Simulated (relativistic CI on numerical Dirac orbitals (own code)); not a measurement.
## Ga21+: sensitivity of the levels to the model

Base calculation: Dirac-Coulomb-Breit CI, orbitals from a KLI potential per configuration, a model potential for QED, unscaled Slater integrals.

Configurations in the expansion (outside the closed core 1s2): 2s²2p⁶, 2s²2p⁵3s, 2s²2p⁵3p, 2s²2p⁵3d, 2s2p⁶3s, 2s2p⁶3p, 2s2p⁶3d, 2s²2p⁵4s, 2s²2p⁵4p, 2s²2p⁵4d, 2s²2p⁵4f, 2s2p⁶4s, 2s²2p⁴3s², 2s2p⁶4p, 2s2p⁶4d, 2s2p⁶4f. Levels of other configurations are missing.

The lowest level and the first level of each name with at least 55 % of one term (blank where a level has no safe partner in the second run):

| Level | Base (eV) | Shift (eV) |
| --- | --- | --- |
| 2s²2p⁶ ¹S0 | 0.00 | 0.00 |
| 2s²2p⁵3s ³P°2 | 1140.55 | +0.17 |
| 2s²2p⁵3s ¹P°1 | 1143.19 | -0.08 |
| 2s²2p⁵3s ³P°0 | 1168.69 | +0.18 |
| 2s²2p⁵3s ³P°1 | 1170.16 | +0.01 |
| 2s²2p⁵3p ³S1 | 1181.12 | +0.69 |
| 2s²2p⁵3p ³D2 | 1184.60 | +0.09 |
| 2s²2p⁵3p ³D3 | 1189.62 | +0.24 |
| 2s²2p⁵3p ¹P1 | 1190.51 | +0.07 |
| 2s²2p⁵3p ³P2 | 1193.52 | -0.15 |
| 2s²2p⁵3p ³P0 | 1203.84 | -0.60 |
| 2s²2p⁵3p ³D1 | 1211.83 | +0.16 |
| 2s²2p⁵3p ³P1 | 1218.78 | +0.12 |
| 2s²2p⁵3p ¹S0 | 1233.05 | -2.59 |

At this charge energies of transitions that change n are usually good to better than 1 %, and those within a shell (Δn = 0) to a few per cent.

**Question.** One thing was changed in a second run, which moved the levels as shown. Which?
A. QED terms removed
B. configuration mixing switched off
C. Breit term removed
D. non-relativistic limit
E. valence Slater integrals scaled by 0.9

**Answer.** E. Valence Slater integrals scaled by 0.9. Scaling acts on the splittings between terms and on the mixing, and leaves the fine structure of pure LS terms nearly alone; in jj coupling it moves the levels of one term differently.

LS names give the leading component of a level, which can be under half, so a name can repeat, a term be missing and a line seem to break the LS rules.
